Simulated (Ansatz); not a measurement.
Ideal-gas functions of AlBH5NO, SMILES `OB[NH][AlH2]` at 600 K and 1 bar, from an Ansatz frequency run at PBE0-D4/def2-TZVP.

Molar mass 72.84 g/mol, point group Cs (symmetry number 1), electronic degeneracy 1, moments of inertia 34.868, 144.237, 179.105 u Å². Harmonic wavenumbers (cm⁻¹, unscaled): 154, 167, 229, 466, 582, 588, 644, 684, 715, 794, 926, 1015, 1044, 1158, 1302, 1408, 1922, 1959, 2608, 3606, 3825.

Use S(trans) = R[1.5 ln M + 2.5 ln T − 1.1517]; rotational temperatures θ = 24.2544 K / I; S(rot) = R[ln(√π/σ · √(T³/θAθBθC)) + 1.5]; for each mode x = 1.438777 ν̃/T, S = R[x/(eˣ − 1) − ln(1 − e⁻ˣ)] and H = RT x/(eˣ − 1); 1 cm⁻¹ = 0.0119627 kJ/mol; R = 8.31446 J/(mol·K).

Q: By hand: the entropy, in J/(mol·K).

A: Translation 176.9. Rotation: θ = 0.6956, 0.1682, 0.1354 K, giving 114.2. Vibration, mode by mode: 16.64, 15.98, 13.40, 7.81, 6.19, 6.11, 5.48, 5.07, 4.78, 4.11, 3.20, 2.71, 2.56, 2.07, 1.57, 1.28, 0.47, 0.44, 0.12, 0.01, 0.01, in all 100.0. Electronic 0.0. Sum 391.1 J/(mol·K).

Q: By hand: H − E and G − E in kJ/mol, counted from the electronic energy.

A: Zero-point energy ½ × 25796 × 0.0119627 = 154.3; thermal vibration 33.2; translation, rotation and pV give 4 RT = 20.0. H − E = 207.5 kJ/mol, and G − E = 207.5 − 600 × 391.1/1000 = -27.2 kJ/mol.

Vibration gives 26 % of the entropy. The sum counts one conformer and one mirror image; others add a mixing term.
